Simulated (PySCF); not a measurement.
C2H5FZn, SMILES [Zn]([F])[CH2]C.

Geometry optimised at PBE-D3(BJ)/def2-SVP. The structure was generated by enumeration; whether it is a known compound was not checked. One conformer was computed; it need not be the lowest.

Method: PBE-D3(BJ)/def2-SVP (PySCF).

Frequencies are harmonic and unscaled.

```tsv
mode	ν (cm⁻¹)	IR (km/mol)	moving atoms (share of kinetic energy)
1	93	6.0	F 46 %, Zn 23 %, C 20 %, H 11 %
2	119	8.0	F 37 %, Zn 30 %, H 25 %, C 8 %
3	243	9.4	C 51 %, Zn 23 %, H 18 %
4	246	2.4	H 83 %, C 11 %
5	507	3.2	C 59 %, H 19 %, F 18 %
6	630	24.8	H 80 %, C 18 %
7	686	69.5	F 62 %, Zn 31 %
8	917	2.8	H 90 %, C 9 %
9	943	5.1	H 84 %, C 16 %
10	1021	6.9	C 75 %, H 25 %
11	1169	9.6	H 64 %, C 36 %
12	1204	2.5	H 77 %, C 23 %
13	1348	4.1	H 82 %, C 18 %
14	1386	1.3	H 90 %, C 10 %
15	1425	2.0	H 97 %
16	1429	7.2	H 97 %
17	2957	40.4	H 97 %
18	2977	10.0	H 95 %
19	3026	1.5	H 91 %, C 9 %
20	3032	19.6	H 91 %, C 9 %
21	3055	25.1	H 91 %, C 9 %
```
